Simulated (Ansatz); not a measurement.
Geometry optimisation, RKS PBE0/def2-SVPD (Ansatz 0.2.0).

input.yaml

```yaml
crystal:
  periodic: [false, false, false]
  atoms:
    - { symbol: O, position_ang: [-1.40183, 0.43333, 0.10056] }
    - { symbol: C, position_ang: [-0.55917, -0.41217, 0.13691] }
    - { symbol: Te, position_ang: [1.50976, -0.07459, -0.17423] }
    - { symbol: H, position_ang: [-0.78562, -1.46724, 0.34035] }
    - { symbol: H, position_ang: [1.23687, 1.52067, -0.4036] }
basis:
  gaussian: { orbitals: def2-SVPD }
hamiltonian:
  xc: pbe0
relax:
  f_tol: 0.02
  max_steps: 50
```

Command:

```bash
$ ansatz run input.yaml --threads 2 --pin off --max-ram 3072MiB --backend cpu --events-out ev --progress --plain --runs-dir out
```

Q: Where does it end, and by what steps?

A: It converged. After 4 steps the energy has fallen by 0.022 eV; H5 moved furthest, 0.05 Å.

```
step  energy less start (eV)  largest force component (eV/Å)  accepted
   0                  0.0000                           0.555       yes
   1                 -0.0197                           0.360       yes
   2                 -0.0147                           0.399        no
   3                 -0.0219                           0.131       yes
   4                 -0.0221                           0.019       yes
```

```xyz
5
Properties=species:S:1:pos:R:3
O -1.423 0.427 0.104
C -0.581 -0.414 0.140
Te 1.529 -0.073 -0.175
H -0.796 -1.490 0.344
H 1.270 1.550 -0.413
```

Whether the end is a true minimum wasn't checked by a vibrational analysis.

The run took 11 s on 2 threads of Intel(R) Xeon(R) Platinum 8488C (Sapphire Rapids), with other jobs on the host, peak memory 0.21 GiB.
